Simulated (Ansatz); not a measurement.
Stepwise reaction of `[SiH3][Sn]([SiH3])([Cl])[Cl]` with hydrogen fluoride, as a gas-phase model of exchange steps in deposition or etching. ΔE in kJ/mol; ΔG adds harmonic PBE0-D4 terms to CCSD(T)/CBS, at 1 bar.

Isolated molecules relaxed with PBE0-D4/def2-TZVP in Ansatz; ΔE leaves out vibrations. CCSD(T)/CBS adds triple-zeta CCSD(T) − MP2 to the extrapolated MP2 energy (def2 sets, frozen cores). This one scheme is used for every species. DFT in def2-TZVPP. B3LYP here is the variant with VWN-RPA as its local correlation; programs differ in this. def2 core potentials past Kr. For Sn outer-core shells are correlated without core-valence functions, which leaves a few kJ/mol of doubt a bond.

| step | reaction | PBE-D4 | B3LYP-D4 | ωB97M-V | CCSD(T)/CBS | ΔG(500 K) |
| --- | --- | --- | --- | --- | --- | --- |
| 1 | `[SiH3][Sn]([SiH3])([Cl])[Cl]` + H–F → `[F][Sn]([SiH3])([Cl])[Cl]` + SiH₄ | -16.5 | -27.1 | -28.6 | -20.7 | -22.8 |
| 2 | `[F][Sn]([SiH3])([Cl])[Cl]` + H–F → `[F][Sn]([F])([Cl])[Cl]` + SiH₄ | 18.1 | 9.6 | 4.8 | 10.4 | 15.9 |

(1) By hand: ΔE of the 2 steps together at CCSD(T)/CBS.

## Answers

(1) (-20.7) + (10.4) = -10.3 kJ/mol, or -5.1 kJ/mol a step.

In ΔE each step is higher than the one before. ΔG lies between -22.8 and 15.9 kJ/mol a step. PBE-D4 differs from CCSD(T)/CBS by 4.2 to 7.7 kJ/mol a step. Only this route is followed, and other bonds may react first. Isolated molecules leave out the surface, adducts and barriers. Largest T1 diagnostic: 0.013.
